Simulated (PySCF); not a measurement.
Vertical excitations of a molecule CH7FOSi3 from TDA-PBE/def2-SVPD (PySCF), as energy in eV (oscillator strength): 4.79 (0.005), 5.32 (0.036), 5.36 (0.011), 5.46 (0.029), 5.72 (0.005), 5.93 (0.019), 6.12 (0.046), 6.15 (0.027), 6.20 (0.014), 6.29 (0.012). Lowest triplet (TDA): 4.52 eV. The structure is a stationary point at PBE0-D3(BJ)/def2-SVP. The values are those of a single conformer.

Task: Which structure fits?
(A) O=C([SiH3])[Si@@H](F)[SiH3]
(B) O=C([SiH3])[SiH2][SiH2]F
(C) F[Si@H]1C[SiH2][SiH2]O1
(D) F[SiH2][C@H]1O[SiH2][SiH2]1

Result: D, F[SiH2][C@H]1O[SiH2][SiH2]1
